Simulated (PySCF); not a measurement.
Job file and geometry (Å, from GFN2-xTB) of an NMR shielding run on methyl thiophene-2-carboxylate (C(OC)(=O)C1=CC=CS1, C₆H₆O₂S), GIAO PBE0/pcSseg-1 NMR shielding, non-relativistic, gas phase in PySCF; density fitting, a coarse starting grid and PySCF grid level 2 are the driver's defaults:

```
$ OMP_NUM_THREADS=1 python probes_run.py task.json out

{"job": {"kind": "nmr", "xc": "PBE0", "basis": "pcSseg-1"}, "charge": 0, "multiplicity": 1}
C      3.072006     0.316665     0.355458
O      1.665659     0.502187     0.387463
C      0.904737    -0.438785    -0.197854
O      1.336815    -1.429237    -0.736011
C     -0.512092    -0.109673    -0.092742
C     -1.566534    -0.845461    -0.568744
C     -2.807640    -0.243812    -0.301337
C     -2.678354     0.934726     0.370276
S     -1.044731     1.337074     0.691835
H      3.502254     0.956642    -0.416928
H      3.304387    -0.727415     0.137334
H      3.460954     0.601439     1.331494
H     -1.432420    -1.777513    -1.086767
H     -3.752887    -0.664478    -0.592961
H     -3.456567     1.595632     0.697572
```

Question: What does the program print?

Answer: 
```
coarse grid: 14032 points
cycle   1  E = -780.0331913890  dE =  1.812e+00  |g| = 8.835e-01  |ddm| = 3.961e+00
cycle   2  E = -779.6527184134  dE =  3.805e-01  |g| = 1.662e+00  |ddm| = 2.382e+00
cycle   3  E = -780.1659729205  dE = -5.133e-01  |g| = 2.879e-01  |ddm| = 1.875e+00
cycle   4  E = -780.1807922401  dE = -1.482e-02  |g| = 9.121e-02  |ddm| = 2.718e-01
cycle   5  E = -780.1821395613  dE = -1.347e-03  |g| = 1.935e-02  |ddm| = 5.975e-02
cycle   6  E = -780.1822178920  dE = -7.833e-05  |g| = 6.949e-03  |ddm| = 2.448e-02
cycle   7  E = -780.1822289020  dE = -1.101e-05  |g| = 1.700e-03  |ddm| = 8.752e-03
cycle   8  E = -780.1822294899  dE = -5.879e-07  |g| = 5.829e-04  |ddm| = 2.275e-03
final grid: 133648 points
cycle   9  E = -780.2593276708  dE = -1.723e-05  |g| = 1.414e-02  |ddm| = 3.576e-02
cycle  10  E = -780.2592631462  dE =  6.452e-05  |g| = 2.264e-02  |ddm| = 3.068e-02
cycle  11  E = -780.2593665530  dE = -1.034e-04  |g| = 2.057e-03  |ddm| = 2.166e-02
cycle  12  E = -780.2593673885  dE = -8.355e-07  |g| = 4.862e-04  |ddm| = 1.909e-03
cycle  13  E = -780.2593674291  dE = -4.055e-08  |g| = 1.829e-04  |ddm| = 5.548e-04
cycle  14  E = -780.2593674356  dE = -6.454e-09  |g| = 5.609e-05  |ddm| = 1.874e-04
cycle  15  E = -780.2593674362  dE = -6.366e-10  |g| = 2.363e-05  |ddm| = 6.894e-05
converged SCF energy = -780.2593674362

GIAO shielding tensors (ppm)
atom      isotropic    diamagn.    paramagn.     s11        s22        s33       span
  0 C      136.056     241.637    -105.581     99.919    124.799    183.449     83.529
  1 O      159.653     403.315    -243.662     -7.941    232.617    254.283    262.224
  2 C       20.066     247.441    -227.375    -77.364     66.479     71.084    148.448
  3 O      -56.094     403.067    -459.160   -297.069   -201.819    330.607    627.676
  4 C       44.414     263.797    -219.384    -22.927     43.126    113.042    135.969
  5 C       46.625     247.593    -200.969    -36.754     21.183    155.445    192.199
  6 C       55.030     254.867    -199.837    -25.136     38.479    151.748    176.883
  7 C       44.985     263.547    -218.562    -47.915     39.446    143.423    191.338
  8 S      261.712    1057.095    -795.383    124.727    241.581    418.829    294.102
  9 H       28.155      27.262       0.893     23.560     25.920     34.983     11.424
 10 H       26.247      27.565      -1.317     21.895     26.051     30.796      8.900
 11 H       28.068      27.268       0.800     23.521     26.393     34.289     10.768
 12 H       23.565      31.819      -8.254     20.203     23.499     26.993      6.790
 13 H       24.431      29.696      -5.265     21.219     24.739     27.335      6.116
 14 H       24.320      30.667      -6.347     21.421     24.256     27.284      5.863
```

Question: Turn these shieldings into chemical shifts. Shifts are taken against calculated references (same method and geometry level): ¹³C (186.93 ppm), ¹H (31.72 ppm) against TMS; H2O for ¹⁷O (336.08 ppm); ³³S (503.73 ppm) against CS2.

Answer: Averaging equivalent atoms: C 2: 166.9; C 4: 142.5; C 7: 141.9; C 5: 140.3; C 6: 131.9; C 0: 50.9; O 3: 392.2; O 1: 176.4; S 8: 242; H 12: 8.15; H 14: 7.40; H 13: 7.29; H 9/10/11: 4.23 ppm. Unscaled 17O shifts of doubly bonded oxygen tend to come out too high, by tens of ppm or more. Experimental scales use liquid or dissolved standards, which lie at an offset from isolated H2O (liquid H2O: subtract about 36 ppm).

Size and cost of the density-fitted run: 190 basis functions, 86 s wall time on 1 thread of an AMD EPYC 7571, shared host; peak memory 0.82 GiB.
